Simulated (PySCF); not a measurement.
## A computed series [MH3(NH3)]+

Computed with PySCF 2.14.0, PBE0, def2-SVP on the ligands, density fitting, scalar-relativistic core potentials, no spin-orbit coupling, vacuum. Each member is relaxed from one template within its symmetry. Distances are means of the shortest metal–ligand contacts, charges and spins Mulliken's; removal energies are rigid, with the ligand's formal charge and no counterpoise, so too large; for an anion taken off a cation in vacuum most of it is the attraction of opposite charges, and multiply charged cations can part far more cheaply with an electron moved from ligand to metal. lcecp potentials hold a fixed number of 4f electrons in the core, out of states, spins and gaps.

| metal | basis on the metal | point group | M–H (Å) | M–NH3 (Å) | charge on M (e) | removal of one H (eV) | strongest infrared band, degenerate modes summed (cm⁻¹) | unstable modes (below −25 cm⁻¹) |
| --- | --- | --- | --- | --- | --- | --- | --- | --- |
| Ce | lcecp-2-SVP with ECP46 | nearly C3v | 1.929 | 2.494 | 1.38 | 15.25 | 1725 | 0 |
| Tb | lcecp-2-SVP with ECP53 | nearly C3v | 1.854 | 2.366 | 1.13 | 15.84 | 1777 | 0 |
| Pb | def2-SVP with ECP60 | C3v | 1.737 | 2.390 | 0.54 | 17.56 | 3588 | 0 |

(1) Order these by the M–H distance, lowest first.
A. Pr, lcecp-2-SVP with ECP47
B. Ce, def2-SVP with ECP28
C. Dy, lcecp-2-SVP with ECP54
D. Nd, lcecp-2-SVP with ECP48
E. Hf, def2-SVP with ECP60

(2) What else do they give?

Members with unstable modes aren't minima as they stand: saddle points kept by symmetry or, where the modes are soft, flat surfaces and noise. Moved off a saddle point of the template and relaxed again: Ce, Pr, Nd, Tb, Dy, Hf. One start shape was tried for each, so a minimum needn't be the lowest isomer. Oxidation states forced by the potential, rare, strongly oxidising or of another configuration in reality: [PrH3(NH3)]+, [NdH3(NH3)]+, [TbH3(NH3)]+, [DyH3(NH3)]+.

Answers

(1) E (1.809), C (1.852), D (1.908), B (1.920), A (1.925).

(2) 
```
metal      basis on the metal  point group  M–H (Å)  M–NH3 (Å)  charge on M (e)  removal of one H (eV)  strongest infrared band, degenerate modes summed (cm⁻¹)  unstable modes (below −25 cm⁻¹)
   Ce     def2-SVP with ECP28          C3v    1.920      2.547             1.19                  14.63                                                        –                         1 (soft)
   Pr  lcecp-2-SVP with ECP47   nearly C3v    1.925      2.475             1.13                  15.36                                                     1710                                0
   Nd  lcecp-2-SVP with ECP48   nearly C3v    1.908      2.450             1.24                  15.44                                                     1737                                0
   Dy  lcecp-2-SVP with ECP54          C3v    1.852      2.350             0.87                  15.90                                                     1772                                0
   Hf     def2-SVP with ECP60          C3v    1.809      2.285             1.30                  16.12                                                     1848                                0
```
